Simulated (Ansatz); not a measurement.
Ba2S2. Total charge 0; singlet. Geometry r2SCAN-D4/def2-SVP.

```xyz
4

Ba   -0.586    1.526    1.180
Ba    0.578   -1.535   -1.173
S    -1.523    0.325   -1.176
S     1.531   -0.316    1.169
```

In the def2 sets Ba takes a core potential; there is no spin–orbit coupling. The structure comes from a short search, and lower isomers may exist.

Task: Estimate the orbital energies around the gap (eV) in Ansatz with PBE-D4/def2-TZVPD, r2SCAN-D4/def2-TZVPD, PBE0-D4/def2-SVP, PBE0-D4/def2-TZVP, PBE0-D4/def2-TZVPD.

Result: 
```json
{"orbital": "HOMO−13", "PBE-D4/def2-TZVPD": "-17.48", "r2SCAN-D4/def2-TZVPD": "-18.11", "PBE0-D4/def2-SVP": "-19.44", "PBE0-D4/def2-TZVP": "-19.27", "PBE0-D4/def2-TZVPD": "-19.27"}
{"orbital": "HOMO−12", "PBE-D4/def2-TZVPD": "-17.28", "r2SCAN-D4/def2-TZVPD": "-17.89", "PBE0-D4/def2-SVP": "-19.18", "PBE0-D4/def2-TZVP": "-19.03", "PBE0-D4/def2-TZVPD": "-19.03"}
{"orbital": "HOMO−11", "PBE-D4/def2-TZVPD": "-17.23", "r2SCAN-D4/def2-TZVPD": "-17.84", "PBE0-D4/def2-SVP": "-19.01", "PBE0-D4/def2-TZVP": "-18.85", "PBE0-D4/def2-TZVPD": "-18.85"}
{"orbital": "HOMO−10", "PBE-D4/def2-TZVPD": "-17.19", "r2SCAN-D4/def2-TZVPD": "-17.80", "PBE0-D4/def2-SVP": "-18.97", "PBE0-D4/def2-TZVP": "-18.81", "PBE0-D4/def2-TZVPD": "-18.81"}
{"orbital": "HOMO−9", "PBE-D4/def2-TZVPD": "-17.03", "r2SCAN-D4/def2-TZVPD": "-17.61", "PBE0-D4/def2-SVP": "-18.85", "PBE0-D4/def2-TZVP": "-18.68", "PBE0-D4/def2-TZVPD": "-18.68"}
{"orbital": "HOMO−8", "PBE-D4/def2-TZVPD": "-16.93", "r2SCAN-D4/def2-TZVPD": "-17.53", "PBE0-D4/def2-SVP": "-18.74", "PBE0-D4/def2-TZVP": "-18.57", "PBE0-D4/def2-TZVPD": "-18.57"}
{"orbital": "HOMO−7", "PBE-D4/def2-TZVPD": "-13.06", "r2SCAN-D4/def2-TZVPD": "-13.54", "PBE0-D4/def2-SVP": "-14.91", "PBE0-D4/def2-TZVP": "-14.88", "PBE0-D4/def2-TZVPD": "-14.88"}
{"orbital": "HOMO−6", "PBE-D4/def2-TZVPD": "-13.03", "r2SCAN-D4/def2-TZVPD": "-13.50", "PBE0-D4/def2-SVP": "-14.86", "PBE0-D4/def2-TZVP": "-14.84", "PBE0-D4/def2-TZVPD": "-14.84"}
{"orbital": "HOMO−5", "PBE-D4/def2-TZVPD": "-4.42", "r2SCAN-D4/def2-TZVPD": "-4.47", "PBE0-D4/def2-SVP": "-5.40", "PBE0-D4/def2-TZVP": "-5.34", "PBE0-D4/def2-TZVPD": "-5.34"}
{"orbital": "HOMO−4", "PBE-D4/def2-TZVPD": "-4.29", "r2SCAN-D4/def2-TZVPD": "-4.34", "PBE0-D4/def2-SVP": "-5.25", "PBE0-D4/def2-TZVP": "-5.21", "PBE0-D4/def2-TZVPD": "-5.21"}
{"orbital": "HOMO−3", "PBE-D4/def2-TZVPD": "-4.16", "r2SCAN-D4/def2-TZVPD": "-4.25", "PBE0-D4/def2-SVP": "-5.15", "PBE0-D4/def2-TZVP": "-5.10", "PBE0-D4/def2-TZVPD": "-5.10"}
{"orbital": "HOMO−2", "PBE-D4/def2-TZVPD": "-4.15", "r2SCAN-D4/def2-TZVPD": "-4.24", "PBE0-D4/def2-SVP": "-5.10", "PBE0-D4/def2-TZVP": "-5.06", "PBE0-D4/def2-TZVPD": "-5.06"}
{"orbital": "HOMO−1", "PBE-D4/def2-TZVPD": "-4.00", "r2SCAN-D4/def2-TZVPD": "-4.08", "PBE0-D4/def2-SVP": "-4.90", "PBE0-D4/def2-TZVP": "-4.87", "PBE0-D4/def2-TZVPD": "-4.87"}
{"orbital": "HOMO", "PBE-D4/def2-TZVPD": "-3.97", "r2SCAN-D4/def2-TZVPD": "-4.03", "PBE0-D4/def2-SVP": "-4.88", "PBE0-D4/def2-TZVP": "-4.84", "PBE0-D4/def2-TZVPD": "-4.85"}
{"orbital": "LUMO", "PBE-D4/def2-TZVPD": "-1.68", "r2SCAN-D4/def2-TZVPD": "-1.13", "PBE0-D4/def2-SVP": "-1.16", "PBE0-D4/def2-TZVP": "-1.15", "PBE0-D4/def2-TZVPD": "-1.14"}
{"orbital": "LUMO+1", "PBE-D4/def2-TZVPD": "-1.41", "r2SCAN-D4/def2-TZVPD": "-0.87", "PBE0-D4/def2-SVP": "-0.91", "PBE0-D4/def2-TZVP": "-0.93", "PBE0-D4/def2-TZVPD": "-0.92"}
{"orbital": "LUMO+2", "PBE-D4/def2-TZVPD": "-0.65", "r2SCAN-D4/def2-TZVPD": "-0.22", "PBE0-D4/def2-SVP": "-0.07", "PBE0-D4/def2-TZVP": "-0.12", "PBE0-D4/def2-TZVPD": "-0.12"}
{"orbital": "LUMO+3", "PBE-D4/def2-TZVPD": "-0.60", "r2SCAN-D4/def2-TZVPD": "-0.13", "PBE0-D4/def2-SVP": "-0.04", "PBE0-D4/def2-TZVP": "-0.10", "PBE0-D4/def2-TZVPD": "-0.10"}
{"orbital": "LUMO+4", "PBE-D4/def2-TZVPD": "-0.43", "r2SCAN-D4/def2-TZVPD": "0.03", "PBE0-D4/def2-SVP": "0.10", "PBE0-D4/def2-TZVP": "0.04", "PBE0-D4/def2-TZVPD": "0.06"}
{"orbital": "LUMO+5", "PBE-D4/def2-TZVPD": "-0.39", "r2SCAN-D4/def2-TZVPD": "0.05", "PBE0-D4/def2-SVP": "0.18", "PBE0-D4/def2-TZVP": "0.09", "PBE0-D4/def2-TZVPD": "0.08"}
```
